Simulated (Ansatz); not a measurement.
Consider the silylene formation by 1,1-elimination: `F[SiH2]O[SiH2][SiH3]` → `O[SiH2][SiH3]` + `F[SiH]`.

Calculated with Ansatz (gas phase, PBE0-D4/def2-TZVP geometries, no zero-point term in ΔE). CCSD(T)/CBS is the MP2 limit (def2-TZVPP, def2-QZVPP) plus CCSD(T) − MP2 in def2-TZVPP, frozen cores. This one scheme is used for every species. DFT in def2-TZVPP. B3LYP here is the variant with VWN-RPA as its local correlation; programs differ in this. Each species was taken in one conformer, which may not be the lowest.

```json
{"level": "PBE-D4", "ΔE (kJ/mol)": "315.6", "difference from CCSD(T)/CBS": "-20.1"}
{"level": "r2SCAN-D4", "ΔE (kJ/mol)": "350.0", "difference from CCSD(T)/CBS": "14.3"}
{"level": "PBE0-D4", "ΔE (kJ/mol)": "335.2", "difference from CCSD(T)/CBS": "-0.5"}
{"level": "B3LYP-D4", "ΔE (kJ/mol)": "328.9", "difference from CCSD(T)/CBS": "-6.8"}
{"level": "ωB97X-V", "ΔE (kJ/mol)": "340.8", "difference from CCSD(T)/CBS": "5.1"}
{"level": "ωB97M-V", "ΔE (kJ/mol)": "324.8", "difference from CCSD(T)/CBS": "-10.9"}
{"level": "B2PLYP", "ΔE (kJ/mol)": "328.9", "difference from CCSD(T)/CBS": "-6.8"}
{"level": "PBE", "ΔE (kJ/mol)": "305.8", "difference from CCSD(T)/CBS": "-29.9"}
{"level": "r2SCAN", "ΔE (kJ/mol)": "347.2", "difference from CCSD(T)/CBS": "11.5"}
{"level": "PBE0", "ΔE (kJ/mol)": "326.4", "difference from CCSD(T)/CBS": "-9.3"}
{"level": "B3LYP", "ΔE (kJ/mol)": "313.4", "difference from CCSD(T)/CBS": "-22.3"}
{"level": "HF/def2-TZVPP", "ΔE (kJ/mol)": "342.1", "difference from CCSD(T)/CBS": "6.4"}
{"level": "MP2/def2-TZVPP", "ΔE (kJ/mol)": "349.0", "difference from CCSD(T)/CBS": "13.3"}
{"level": "SCS-MP2/def2-TZVPP", "ΔE (kJ/mol)": "341.2", "difference from CCSD(T)/CBS": "5.5"}
{"level": "CCSD/def2-TZVPP", "ΔE (kJ/mol)": "330.5", "difference from CCSD(T)/CBS": "-5.2"}
{"level": "CCSD(T)/def2-TZVPP", "ΔE (kJ/mol)": "330.4", "difference from CCSD(T)/CBS": "-5.3"}
{"level": "HF/def2-QZVPP", "ΔE (kJ/mol)": "344.0", "difference from CCSD(T)/CBS": "8.3"}
{"level": "MP2/def2-QZVPP", "ΔE (kJ/mol)": "352.7", "difference from CCSD(T)/CBS": "17.0"}
{"level": "SCS-MP2/def2-QZVPP", "ΔE (kJ/mol)": "345.2", "difference from CCSD(T)/CBS": "9.5"}
{"level": "HF/CBS(def2)", "ΔE (kJ/mol)": "344.3", "difference from CCSD(T)/CBS": "8.6"}
{"level": "MP2/CBS(def2)", "ΔE (kJ/mol)": "354.3", "difference from CCSD(T)/CBS": "18.6"}
{"level": "CCSD/CBS(def2)", "ΔE (kJ/mol)": "335.8", "difference from CCSD(T)/CBS": "0.1"}
{"level": "CCSD(T)/CBS", "ΔE (kJ/mol)": "335.7", "difference from CCSD(T)/CBS": "0"}
```

Largest T1 diagnostic among the species: 0.015.

The D4 term adds +15.5 kJ/mol with B3LYP and +8.7 kJ/mol with PBE0; it sums over pairs of atoms, weighted by their polarisabilities, and B3LYP, whose exchange is more repulsive, gets the larger term. From PBE to PBE0 (25 % exact exchange), in def2-TZVPP and without D4, ΔE moves by +20.6 kJ/mol.
